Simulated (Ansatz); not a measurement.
Breaking the C2–H3 bond in CH4BeSe (SMILES [CH3][Be][SeH]) (multiplicity 1 held, fragments rigid). Energies count from the point at 1.094 Å.
Geometry at that point (charge 0, multiplicity 1):
```json
[
 {"atom": "Be", "x (Å)": "0.8409", "y (Å)": "-0.7609", "z (Å)": "-0.2140"},
 {"atom": "C", "x (Å)": "2.0634", "y (Å)": "-1.8575", "z (Å)": "-0.5382"},
 {"atom": "H", "x (Å)": "1.6877", "y (Å)": "-2.8828", "z (Å)": "-0.6105"},
 {"atom": "H", "x (Å)": "2.8397", "y (Å)": "-1.8492", "z (Å)": "0.2329"},
 {"atom": "H", "x (Å)": "2.5574", "y (Å)": "-1.6324", "z (Å)": "-1.4895"},
 {"atom": "Se", "x (Å)": "-0.6419", "y (Å)": "0.6072", "z (Å)": "0.1344"},
 {"atom": "H", "x (Å)": "-1.0024", "y (Å)": "-0.0909", "z (Å)": "1.3817"}
]
```

Restricted levels (R-, RO-) in cc, def2 and unpolarised 6-31G sets keep to the state of the molecule at rest. Unrestricted levels (U-) break spin symmetry where that is lower. Active spaces are followed from a long bond inwards. Curves can end on different states.

Cores are frozen in the correlated methods. Filled d and f shells under p-block atoms count as core.

Codes used: Ansatz (an electronic-structure program) with Gaussian orbitals. Each number belongs to the level named beside it.

Energies in kcal/mol.

```
R (Å)  R-MP2/cc-pVDZ  R-CCSD(T)/cc-pVDZ  U-CCSD(T)/cc-pVDZ  FIC-MRCISD+Q on CASSCF(2,2)/cc-pVDZ
-----  -------------  -----------------  -----------------  -----------------------------------
0.875           32.8               33.4               33.4                                 33.3
0.985            7.1                7.4                7.4                                  7.4
1.094            0.0                0.0                0.0                                  0.0
1.204            3.1                2.7                2.7                                  2.7
1.313           11.6               10.7               10.7                                 10.7
1.477           28.8               26.7               26.7                                 26.7
1.641           47.2               43.4               43.4                                 43.4
1.915           75.6               67.7               68.7                           (withheld)
2.189           98.9               85.0               87.5                           (withheld)
2.517          120.0               96.7              101.2                           (withheld)
2.955          137.7              100.5              106.8                                104.4
3.502          146.5               96.4              108.0                                107.1
```

### Question
Complete the blanks.

### Answer

- 2.517, FIC-MRCISD+Q on CASSCF(2,2)/cc-pVDZ: 97.1
- 2.189, FIC-MRCISD+Q on CASSCF(2,2)/cc-pVDZ: 84.7
- 1.915, FIC-MRCISD+Q on CASSCF(2,2)/cc-pVDZ: 67.4

Doubts at one or more of the structures used: a restricted determinant that unrestricted orbitals would lower (R-MP2/cc-pVDZ, R-CCSD(T)/cc-pVDZ); other coupled-cluster roots lie near (R-CCSD(T)/cc-pVDZ); T1 above 0.05 (R-CCSD(T)/cc-pVDZ, U-CCSD(T)/cc-pVDZ); a spin-contaminated determinant (U-CCSD(T)/cc-pVDZ); the program's own flag: other amplitudes (U-CCSD(T)/cc-pVDZ).
